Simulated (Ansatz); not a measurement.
C2H5Zn (SMILES C[CH2][Zn]), doublet, at a GFN2-xTB geometry (such geometries of metal compounds can be far from the true shape) (the spin is typed, not shown lowest), atoms displaced at random by about 0.05 Å a coordinate. Base run: Ansatz (a first-principles code) with PBE/6-31G*.

Input for Ansatz:
Ansatz 0.2 input:
```yaml
crystal:
  periodic: [false, false, false]
  atoms:
    - {symbol: Zn, position_ang: [0.46110539, 0.65101317, 0.51340204]}
    - {symbol: C, position_ang: [-0.08452209, -1.19503907, -0.54373514]}
    - {symbol: C, position_ang: [-1.45718370, -1.19805701, -1.09083506]}
    - {symbol: H, position_ang: [0.08799251, -1.98937697, 0.14838507]}
    - {symbol: H, position_ang: [0.76119167, -1.26546547, -1.34266445]}
    - {symbol: H, position_ang: [-1.52949677, -0.34136677, -1.85517229]}
    - {symbol: H, position_ang: [-2.10997135, -0.99569163, -0.33065898]}
    - {symbol: H, position_ang: [-1.67200025, -2.09356383, -1.60347116]}
basis:
  gaussian:
    orbitals: 6-31G*
hamiltonian:
  xc: pbe
magnetization: {spin_polarized: true, initial_magnetization: 1}
relax: {}
```

Each row names what was changed in the base input (with any setting that the change needs).

| change | ΔE vs base (kJ/mol) | optimiser steps | core-seconds (rough) |
|---|---|---|---|
| base | 0.00 | 6 | 20 |
| relax = f_tol: 0.1 | 0.11 | 4 | 20 |
| relax = max_displacement: 0.5 | 0.00 | 6 | 30 |
| relax = max_displacement: 0.02 | 0.00 | 11 | 30 |
| relax = f_tol: 0.002 | 0.00 | 7 | 20 |
| relax = escape_saddle: false | 0.00 | 6 | 20 |
| relax = f_tol: 0.0005 | 0.00 | 7 | 20 |
